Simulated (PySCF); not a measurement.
Species: C5H11NOSi2.
Numbering: `[CH:1]#[C:2][Si@@H:3]1[CH2:4][CH2:5][Si@@H:6]([NH:7][CH3:8])[O:9]1` (hydrogens: H10 on C1; H11 on Si3; H12, H13 on C4; H14, H15 on C5; H16 on Si6; H17 on N7; H18, H19, H20 on C8)

The calculation used PBE0-D3(BJ)/def2-SVP geometry optimisation, gas phase (PySCF 2.14.0).

(1) List the bond lengths, angles and torsions at this level.

Answers

(1) 
| bond | length (bohr) |
| --- | --- |
| C1≡C2 | 2.300 |
| C2–Si3 | 3.465 |
| Si3–C4 | 3.573 |
| C4–C5 | 2.924 |
| C5–Si6 | 3.578 |
| Si6–N7 | 3.257 |
| N7–C8 | 2.725 |
| Si6–O9 | 3.173 |
| Si3–O9 | 3.165 |
| C1–H10 | 2.033 |
| Si3–H11 | 2.816 |
| C4–H12 | 2.086 |
| C4–H13 | 2.082 |
| C5–H14 | 2.086 |
| C5–H15 | 2.082 |
| Si6–H16 | 2.832 |
| N7–H17 | 1.917 |
| C8–H18, C8–H19, C8–H20 | 2.087 |

Bonds in one row agree within 0.02 bohr and their mean is given. A selection of angles:
| angle | degrees |
| --- | --- |
| C1–C2–Si3 | 178.1 |
| C2–Si3–C4 | 112.8 |
| C2–Si3–O9 | 110.7 |
| C4–Si3–O9 | 100.6 |
| Si3–C4–C5 | 107.1 |
| C4–C5–Si6 | 106.7 |
| C5–Si6–N7 | 113.1 |
| C5–Si6–O9 | 100.9 |
| N7–Si6–O9 | 107.4 |
| Si6–N7–C8 | 124.8 |
| Si3–O9–Si6 | 115.0 |
| H17–N7–Si6 | 116.0 |
| H17–N7–C8 | 114.5 |

Dihedral angles: C2–Si3–C4–C5 -145° (anticlinal); Si3–C4–C5–Si6 32° (synclinal); C4–C5–Si6–N7 -139° (anticlinal); C5–Si6–N7–C8 -64° (synclinal); C5–Si6–O9–Si3 6° (synperiplanar); C2–Si3–O9–Si6 130° (anticlinal).

The 2 C–C bonds span 1.217 Å (C1≡C2, drawn triple) to 1.547 Å (C4–C5, drawn single), a spread of 0.330 Å. The C–Si distances run from 1.834 Å (C2–Si3, drawn single) to 1.893 Å (C5–Si6, drawn single), a spread of 0.059 Å. N7 (silicon-bound nitrogen) has angles 124.8°, 116.0° and 114.5°, sum 355.4°, 0.17 Å off the plane of its three neighbours. Si3 (oxygen-bound silicon) is distorted tetrahedral (angles from 100.6° to 114.5°). Si6 (oxygen-bound silicon) is distorted tetrahedral (angles from 100.9° to 114.0°). The 5-membered ring Si3–C4–C5–Si6–O9 has internal angles of 100.6° to 115.0°; it is puckered, 0.15 Å rms from its mean plane, widest ring torsion 32°.

Point group: C1 (no symmetry element, even within 0.4 Å). Whether it is a minimum is left open (no frequencies). The numbers are those of one conformer.

The run took 2.7 min of wall time on an Intel Xeon Platinum 8488C with one thread, shared host with 96 logical CPUs at a one-minute load of 21, and the process peaked at 0.87 GiB of memory. These figures are those of the optimisation.
